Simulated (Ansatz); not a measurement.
A CCSD(T) single point on CH₆BNOSi.

```yaml
crystal:
  periodic: [false, false, false]
  atoms:
    - {symbol: N, position_ang: [0.646005, 0.117518, 1.318984]}
    - {symbol: C, position_ang: [0.489762, -0.693173, 0.253375]}
    - {symbol: O, position_ang: [1.387766, -1.674891, 0.162361]}
    - {symbol: B, position_ang: [-0.612862, -0.596031, -0.784067]}
    - {symbol: Si, position_ang: [-1.312999, 1.096415, -1.077259]}
    - {symbol: H, position_ang: [1.567856, 0.289881, 1.693645]}
    - {symbol: H, position_ang: [-0.014740, 0.873107, 1.407273]}
    - {symbol: H, position_ang: [1.928555, -1.737906, 0.959846]}
    - {symbol: H, position_ang: [-0.875484, -1.550619, -1.449656]}
    - {symbol: H, position_ang: [-2.303922, 1.502064, -2.105705]}
    - {symbol: H, position_ang: [-0.834437, 2.316735, -0.358196]}
basis:
  gaussian: {orbitals: def2-TZVPP}
correlation: {method: ccsd_t}
```

```sh
$ ansatz run in.yaml --threads 4 --pin off --events-out ev --progress --plain --max-ram 10444MiB
```

Log, shortened:

```
Functional definition: HF
1491 factors; integrals over basis functions are off by at most 9.9e-4 eV
mean field evaluation 1: about -13174.1136 eV, gradient 4.0e1 eV
mean field evaluation 2: about -13174.4002 eV, gradient 4.0e1 eV
mean field evaluation 4: about -13178.4558 eV, gradient 4.6e0 eV
mean field evaluation 8: about -13178.5422 eV, gradient 3.4e-1 eV
mean field evaluation 16: about -13178.5435 eV, gradient 1.5e-6 eV
mean field -13178.54350989 eV, -484.3025412510 hartree, gradient 1.5e-6 eV, S^2 0.000000; 0 other end points of the search recorded, 0 dependent functions left out; unrestricted orbitals would lower it
9 core orbitals not correlated: weight in the atoms' cores, before any rotation towards them, 1.000 or more for the frozen orbitals, at most 0.000 for the correlated occupied ones
reference -13178.54350989 eV, -484.3025412510 hartree; 14, 14 occupied and 227, 227 virtual orbitals, 1491 factors
second order -22.93481205 eV of doubles, -0.00000000 eV of singles
cycle   1  -23.16435600 eV  change   -2.3e-1 eV  update   1.2e-1
cycle   2  -23.78060706 eV  change   -6.2e-1 eV  update   4.0e-2
cycle   3  -23.94627078 eV  change   -1.7e-1 eV  update   2.3e-2
cycle   4  -23.93209367 eV  change    1.4e-2 eV  update   6.4e-3
cycle   5  -23.92564668 eV  change    6.4e-3 eV  update   3.5e-3
cycle   6  -23.92654001 eV  change   -8.9e-4 eV  update   1.2e-3
cycle   7  -23.92609908 eV  change    4.4e-4 eV  update   7.4e-4
cycle   8  -23.92588274 eV  change    2.2e-4 eV  update   3.5e-4
cycle   9  -23.92602148 eV  change   -1.4e-4 eV  update   1.7e-4
cycle  10  -23.92600627 eV  change    1.5e-5 eV  update   5.8e-5
cycle  11  -23.92598984 eV  change    1.6e-5 eV  update   2.6e-5
perturbative correction -1.12110208 eV, -0.0411997414 hartree
Total energy: -13203.59060181 eV, -485.2230049012 hartree
```

Hardware: 4 threads of an Arm Neoverse V2 on a shared host. Wall time 110 s, peak host memory 5.4 GiB.

MP2 recovers 91.6 % of the CCSD(T) correlation energy and the triples give 4.5 %; T1 = 0.0170.
